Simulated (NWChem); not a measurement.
# Ionisation of As

```xyz
1

As     0.0000     0.0000     0.0000
```
Charge 0, spin multiplicity 4.

Everything below was run with NWChem.

Basis set: def2-TZVPD. The species with one electron less has spin multiplicity 3. Δ marks differences of total energies (open shells unrestricted). −ε marks an orbital energy of the parent. That orbital need not have the symmetry of the hole or added electron in the Δ rows.

The Hamiltonian is non-relativistic. B3LYP has NWChem's definition, with VWN1-RPA local correlation. No SCF solution was tested for a lower state. Open-shell Hartree-Fock references start from PBE0 orbitals.

Order these methods by the first vertical ionisation energy they give, lowest first: −ε(alpha HOMO) of PBE, −ε(alpha HOMO) of B3LYP, −ε(alpha HOMO) of PBE0, −ε(alpha HOMO) of TPSS, −ε(alpha HOMO) of HF, ΔPBE.

−ε(alpha HOMO) of PBE (5.87 eV), −ε(alpha HOMO) of TPSS (6.00 eV), −ε(alpha HOMO) of B3LYP (6.67 eV), −ε(alpha HOMO) of PBE0 (7.08 eV), ΔPBE (9.90 eV), −ε(alpha HOMO) of HF (10.05 eV)
